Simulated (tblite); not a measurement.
Run record: tight-binding relaxation, `CC[Si@H](BN)C[SiH3]`.

Computed with GFN2-xTB geometry optimisation, gas phase (tblite 0.8.0). Start geometry: from a force field or distance geometry. The command runs a driver script over a list of jobs; the input below is this job's line of settings and its coordinates in Å.

Command:
```bash
OMP_NUM_THREADS=1 python probes_run.py task.json out
```

Input:
```
{"job": {"kind": "relax", "xc": "GFN2-xTB", "basis": "xTB"}, "charge": 0, "multiplicity": 1}
C     -1.925200    -1.825400    -0.238800
C     -0.923400    -0.788600    -0.728100
Si    -0.317400     0.118100     0.776700
B     -0.879700     1.986500     0.541800
N     -0.489500     2.621700    -0.770500
C      1.491500     0.102400     1.025800
Si     2.460300    -0.807200    -0.257200
H     -2.601700    -2.013800    -1.105500
H     -1.438300    -2.754000     0.127900
H     -2.569300    -1.371000     0.562400
H     -1.503200    -0.105200    -1.382300
H     -0.104900    -1.241800    -1.298900
H     -0.983100    -0.411800     1.975900
H     -0.758900     2.666800     1.506100
H     -1.261700     2.616500    -1.465600
H     -0.174200     3.603100    -0.660100
H      1.875100     1.157300     1.097600
H      1.704500    -0.367700     2.015000
H      1.762000    -1.954700    -0.820500
H      2.947300     0.103300    -1.309300
H      3.680800    -1.317400     0.407000
```

Output:
```
step      E/eV     max force
  0    -574.36587    2.714
  1    -574.75421    1.618
  2    -574.96057    1.067
  3    -575.05701    0.959
  4    -575.23153    1.108
  5    -575.34784    1.068
  6    -575.43929    0.889
  7    -575.53976    0.667
  8    -575.59785    0.712
  9    -575.66093    0.859
... (173 lines left out)
183    -576.11077    0.021
184    -576.11084    0.020
185    -576.11090    0.014
186    -576.11094    0.013
187    -576.11098    0.019
188    -576.11103    0.025
189    -576.11109    0.022
190    -576.11114    0.015
191    -576.11116    0.012
192    -576.11118    0.009
```

«max force» is the largest atomic force in eV/Å.

Question: From which step on does the largest force stay under 0.1 eV/Å, and how much energy is left to gain from there?

Answer: From step 104 (0.092 eV/Å), 56.7 meV above the end.

Summary of the converged run: energy lowered by 40.2 kcal/mol over 192 steps; largest atomic force 0.009 eV/Å at the end.

Time: 2.7 s of wall time. Hardware: one thread of an Arm Neoverse N1 (shared host).
Labels such as C1 count atoms from 1, the log's own numbers from 0.
